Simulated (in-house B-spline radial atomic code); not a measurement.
How numerical settings move a run on the silicon ion Si³⁺, [Ne] 3s1. Computed with an all-electron radial atomic-structure program (B-spline basis): scalar-relativistic (X2C) revTPSS, spin-polarised, spherical fractional occupations, Fermi nucleus of rms radius 3.1224 fm.

Command:
```bash
python run_scf.py task.json out
```
Settings of the sound reference run:
```
Z                14
electrons        11
configuration    [Ne] 3s1
hamiltonian      x2c
method           revtpss,revtpss
spin_polarised   True
nucleus          fermi
rms_radius       3.1224
mass_number      28
atomic_mass      27.97693
speed_of_light   137.036
knot_spacing     0.22
spline_order     8
gauss_points     12
box_radius       16.22
max_iterations   70
damping          0.5
damped_steps     3
diis_vectors     10
tolerance        1e-08
start            Thomas-Fermi
```

Time taken, with all properties: 0.46 s on 1 thread of Intel(R) Xeon(R) Platinum 8259CL CPU @ 2.50GHz (shared host).

It converges in 8 iterations to -287.764621 hartree, with 3s up at -40.3739 eV. The other runs change the listed settings, some to values that make no sense; their results aren't properties of the atom or ion. Radii are in bohr (the nuclear one in fm), a minus after a letter asks for a j subshell, and «unchanged» means within 1e-8 hartree. The run stops when the residual is below 10 × tolerance × max(1, Z/10), or a noise floor if that is larger, and the energy moves by less than 1e-8 × √|E| hartree; so very loose and very tight tolerances often act alike.

```tsv
changed settings	outcome
diis_vectors = 1	converged in 12 iterations, energy unchanged, 3s up level -1.4e-06 eV
diis_vectors = 2	converged in 9 iterations, energy unchanged, 3s up level +3.1e-07 eV
spline_order = 5, gauss_points = 8, box_radius = 64.88, max_iterations = 50	converged in 8 iterations, energy +4.83e-06 hartree from the reference, 3s up level +5.0e-04 eV
electrons = 19, configuration = [Ne] 3s1 5s2 5p6, max_iterations = 50	converged in 14 iterations to -287.5683 hartree, a different physical problem (warning: 5s up has a positive eigenvalue: unbound, held by the box)
diis_vectors = 0	converged in 18 iterations, energy unchanged, 3s up level +3.5e-07 eV
max_iterations = 60, damping = 0, start = bare nucleus	converged in 7 iterations, energy unchanged
electrons = 12, configuration = [Ne] 3s1 4p-1, max_iterations = 50	stopped with error: j subshells need the Dirac Hamiltonian and l > 0
max_iterations = 50, damping = 0, tolerance = 0.001	converged in 6 iterations, energy unchanged, 3s up level +2.3e-06 eV
```

What happens with gauss_points = 16, box_radius = 2.43, max_iterations = 100, damping = 0.2?

Converged in 7 iterations, energy +4.84e-01 hartree from the reference, 3s up level +1.5e+01 eV (the program warns: 3s up reaches the box edge; 2s up reaches the box edge).

What happens with first_knot = 0.000714, max_iterations = 5, damping = 0.2?

Not converged after 5 iterations, last residual 1.6e-05, last energy +1.24e-05 hartree from the reference.

What happens with hamiltonian = dirac, method = hf, spin_polarised = False, speed_of_light = 12.60731?

Converged in 11 iterations to -589.1352 hartree, a different physical problem.

What happens with tolerance = 1e-06?

Converged in 6 iterations, energy unchanged, 3s up level -6.9e-05 eV.
